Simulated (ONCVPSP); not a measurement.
**Bi: one change to an ONCV potential, before and after**

bismuth, optimised norm-conserving Vanderbilt (ONCV), made with ONCVPSP 4.0.1 (PBE, scalar-relativistic). Core [Xe] 4f14, reference 5d10 6s2 6p2 (charge +1). Waves: 6s: rc 1.85 bohr, ncon 4, nbas 8, qcut 3.1 1/bohr, 2 projectors, debl 1.4 Ha; 6p: rc 1.85 bohr, ncon 4, nbas 8, qcut 5.2 1/bohr, 2 projectors, debl 1.3 Ha; 5d: rc 1.40 bohr, ncon 4, nbas 9, qcut 9.3 1/bohr, 2 projectors, debl 2.9 Ha; f scattering state at 0.44 Ha: rc 1.60 bohr, ncon 4, nbas 8, qcut 6.5 1/bohr, 2 projectors, debl 4 Ha. Local part: polynomial inside 1.40 bohr (lpopt 5, dvloc0 0 Ha). Core correction: none.

Change: all radii scaled by about 1.15 (s 2.12, p 2.12, d 1.60, f 1.84 bohr); local potential polynomial inside 1.60 bohr (lpopt 5, dvloc0 0 Ha).

Cutoffs: the cutoffs (Ha) at which the residual kinetic energy of the hardest occupied pseudo-wave falls to 1 and 0.1 mHa per electron; they do not see the model core or the augmentation charge, which bear on the density cutoff. Errors are all-electron minus pseudo energies relative to the spin-unpolarised reference configuration.

**Question.** Predict the effect on cutoff, ghosts and configuration errors.

**Answer.** The potential gets neither clearly harder nor softer (27 Ha and 55 Ha → 28 Ha and 38 Ha); both files keep a bound ghost (p, s); the number of tests with a reliable result goes from 4 to 3; of the 3 tests that both files solve, the error grows in 2 and shrinks in 1 by more than 15 % and 0.3 meV (median size 5.3 → 8.4 meV).

| quantity | base | changed |
| --- | --- | --- |
| cutoff, loose | 27 Ha | 28 Ha |
| cutoff, tight | 55 Ha | 38 Ha |
| loose cutoff by channel | s 22 Ha, p 14 Ha, d 27 Ha | s 20 Ha, p 6.2 Ha, d 28 Ha |
| bound ghosts | s, p | s, p |
| GHOST(+) flags under 300 eV | none | none |
| tests with a reliable result | 4 of 4 | 3 of 4 |
| error for 5d10 6s2 6p3, meV [ΔE -7.91 eV] | +4.9 | +2.6 |
| error for 5d10 6s2 6p1, meV [ΔE 15.25 eV] | -5.3 | -8.4 |
| error for 5d10 6s2 6p0, meV [ΔE 38.59 eV] | -12 | -18 |

Changed file: The cutoffs count occupied waves only; projector 2 of the f channel, the hardest unoccupied one, needs 75 Ha at the loose tolerance. A true bound ghost makes a file unfit for plane-wave use even where its test errors are small: the radial tests pick states by their node count and pass the ghost by.
